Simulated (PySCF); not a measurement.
**Ar⁶⁺ (argon, charge +6): Hartree-Fock from Schrödinger to Dirac-Coulomb-Breit**

Occupied: 1s1/2, 2s1/2, 2p1/2, 2p3/2, 3s1/2. Hartree-Fock calculated with PySCF 2.14 in an uncontracted even-tempered set (22 s from 0.11 bohr⁻², ratio 2.3; 15 p from 0.13 bohr⁻², ratio 2.3), Gaussian nucleus throughout. NR is non-relativistic, sf-X2C the spin-free one-electron X2C Hamiltonian, X2C adds the bare one-electron spin-orbit term, X2C-SNSO screens it by Boettger's factors, DC is four-component Dirac-Coulomb, and the Gaunt and Breit terms are added at first order (total energies over the DC spinors, levels after relaxing the spinors in that mean field). QED terms are absent. Levels marked empty are virtual spinors of this ion; the basis has s and p functions only, so 3d, which can lie below the n = 4 levels, is absent.

| Hamiltonian | E (hartree) |
| --- | --- |
| NR | -515.6802 |
| sf-X2C | -517.4938 |
| X2C | -517.4959 |
| X2C-SNSO | -517.4954 |
| DC | -517.5458 |
| DC+Gaunt | -517.4052 |
| DC+Breit | -517.4157 |

```json
{"level (eV)": "1s1/2", "NR": "-3346.3", "sf-X2C": "-3359.5", "X2C": "-3359.5", "X2C-SNSO": "-3359.5", "DC": "-3360.5", "DC+Gaunt": "-3358.2", "DC+Breit": "-3358.3"}
{"level (eV)": "2s1/2", "NR": "-447.97", "sf-X2C": "-450.46", "X2C": "-450.46", "X2C-SNSO": "-450.46", "DC": "-450.54", "DC+Gaunt": "-450.41", "DC+Breit": "-450.41"}
{"level (eV)": "2p1/2", "NR": "-373.00", "sf-X2C": "-373.18", "X2C": "-374.97", "X2C-SNSO": "-374.77", "DC": "-374.77", "DC+Gaunt": "-374.53", "DC+Breit": "-374.55"}
{"level (eV)": "2p3/2", "NR": "-373.00", "sf-X2C": "-373.18", "X2C": "-372.29", "X2C-SNSO": "-372.39", "DC": "-372.43", "DC+Gaunt": "-372.27", "DC+Breit": "-372.30"}
{"level (eV)": "3s1/2", "NR": "-122.04", "sf-X2C": "-122.46", "X2C": "-122.46", "X2C-SNSO": "-122.46", "DC": "-122.47", "DC+Gaunt": "-122.45", "DC+Breit": "-122.45"}
{"level (eV)": "3p1/2 (empty)", "NR": "-89.881", "sf-X2C": "-89.920", "X2C": "-90.141", "X2C-SNSO": "-90.116", "DC": "-90.114", "DC+Gaunt": "-90.084", "DC+Breit": "-90.088"}
{"level (eV)": "3p3/2 (empty)", "NR": "-89.881", "sf-X2C": "-89.920", "X2C": "-89.811", "X2C-SNSO": "-89.823", "DC": "-89.827", "DC+Gaunt": "-89.808", "DC+Breit": "-89.813"}
{"level (eV)": "4s1/2 (empty)", "NR": "-47.959", "sf-X2C": "-48.077", "X2C": "-48.077", "X2C-SNSO": "-48.077", "DC": "-48.080", "DC+Gaunt": "-48.074", "DC+Breit": "-48.075"}
```

Q: How large are the two-electron picture-change error of X2C and the Breit correction in the total energy?

A: X2C-1e lies 0.0499 hartree above Dirac-Coulomb; Gaunt adds 0.1406 and the full Breit term 0.1301 hartree.

```csv
interval (eV),X2C,X2C-SNSO,DC,DC+Gaunt,DC+Breit
2p3/2 − 2p1/2,2.680,2.380,2.342,2.253,2.253
3p3/2 − 3p1/2,0.3296,0.2928,0.2872,0.2755,0.2755
```

Weight of the small component: 1s1/2 0.00412, 2s1/2 0.000683, 2p1/2 0.000648, 2p3/2 0.000643, 3s1/2 0.000150, 3p1/2 0.000127, 3p3/2 0.000126, 4s1/2 5.33e-05.

Koopmans' value for the highest occupied level at DC+Breit: 122.45 eV, against an ionisation energy of 124.41 ± 0.06 eV (semi-empirical (NIST evaluation); NIST Atomic Spectra Database, ionization energies); the former lacks relaxation, correlation, QED and recoil.

The whole ladder took 100 s of wall time on 1 thread of Neoverse-V2 (shared host), launched as `OMP_NUM_THREADS=1 python relrun2.py TASK.json OUT` (a driver that calls PySCF for each Hamiltonian).
